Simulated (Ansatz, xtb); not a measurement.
Diatomic GaS, multiplicity 2 (lowest of 2S+1 = 2, 4 at CCSD(T)/def2-TZVPP on PBE0 minima; our sources give no spin for the ground state, which may be another). No spin–orbit coupling. Ga is treated without relativity.

Constants: fifth-degree fit in 1/R to seven points, most abundant isotopes. In def2 and cc sets the state is the lowest found near the PBE0 minimum, followed along R.

The values were computed with Ansatz (an electronic-structure program) with Gaussian orbitals; xtb for the GFN methods.  The GFN methods have no spin term and hold the electronic entropy of 300 K.

```json
[
 {"level": "GFN1-xTB", "r_e (Å)": "2.135", "ω_e (cm⁻¹)": "490", "α_e (cm⁻¹)": "0.0012", "ω_e x_e (cm⁻¹)": "2.6", "dipole (D)": "-"},
 {"level": "SVWN5/def2-TZVPP", "r_e (Å)": "2.054", "ω_e (cm⁻¹)": "483", "α_e (cm⁻¹)": "0.0010", "ω_e x_e (cm⁻¹)": "2.2", "dipole (D)": "2.90"},
 {"level": "PBE/def2-TZVPP", "r_e (Å)": "2.087", "ω_e (cm⁻¹)": "456", "α_e (cm⁻¹)": "0.0010", "ω_e x_e (cm⁻¹)": "2.3", "dipole (D)": "3.06"},
 {"level": "r2SCAN/def2-TZVPP", "r_e (Å)": "2.061", "ω_e (cm⁻¹)": "481", "α_e (cm⁻¹)": "0.0011", "ω_e x_e (cm⁻¹)": "2.5", "dipole (D)": "3.22"},
 {"level": "B97M-V/def2-TZVPP", "r_e (Å)": "2.070", "ω_e (cm⁻¹)": "473", "α_e (cm⁻¹)": "0.0011", "ω_e x_e (cm⁻¹)": "2.6", "dipole (D)": "3.20"},
 {"level": "B3LYP/def2-TZVPP", "r_e (Å)": "2.097", "ω_e (cm⁻¹)": "439", "α_e (cm⁻¹)": "0.0011", "ω_e x_e (cm⁻¹)": "2.5", "dipole (D)": "3.28"},
 {"level": "PBE0/def2-TZVPP", "r_e (Å)": "2.070", "ω_e (cm⁻¹)": "469", "α_e (cm⁻¹)": "0.0011", "ω_e x_e (cm⁻¹)": "2.5", "dipole (D)": "3.39"},
 {"level": "BHLYP/def2-TZVPP", "r_e (Å)": "2.085", "ω_e (cm⁻¹)": "442", "α_e (cm⁻¹)": "0.0012", "ω_e x_e (cm⁻¹)": "2.7", "dipole (D)": "3.61"},
 {"level": "CAM-B3LYP/def2-TZVPP", "r_e (Å)": "2.077", "ω_e (cm⁻¹)": "449", "α_e (cm⁻¹)": "0.0012", "ω_e x_e (cm⁻¹)": "2.7", "dipole (D)": "3.41"},
 {"level": "wB97X-V/def2-TZVPP", "r_e (Å)": "2.067", "ω_e (cm⁻¹)": "462", "α_e (cm⁻¹)": "0.0012", "ω_e x_e (cm⁻¹)": "2.8", "dipole (D)": "3.59"},
 {"level": "wB97M-V/def2-TZVPP", "r_e (Å)": "2.073", "ω_e (cm⁻¹)": "458", "α_e (cm⁻¹)": "0.0012", "ω_e x_e (cm⁻¹)": "2.7", "dipole (D)": "3.49"},
 {"level": "B2PLYP/def2-TZVPP", "r_e (Å)": "2.078", "ω_e (cm⁻¹)": "469", "α_e (cm⁻¹)": "0.0011", "ω_e x_e (cm⁻¹)": "2.7", "dipole (D)": "-"},
 {"level": "CCSD/def2-TZVPP", "r_e (Å)": "2.079", "ω_e (cm⁻¹)": "459", "α_e (cm⁻¹)": "0.0011", "ω_e x_e (cm⁻¹)": "2.4", "dipole (D)": "-"},
 {"level": "CCSD(T)/def2-TZVPP", "r_e (Å)": "2.077", "ω_e (cm⁻¹)": "475", "α_e (cm⁻¹)": "0.0011", "ω_e x_e (cm⁻¹)": "2.6", "dipole (D)": "-"}
]
```

Correlated levels freeze the inner cores; with def2 sets outer-core shells near the valence are correlated too.
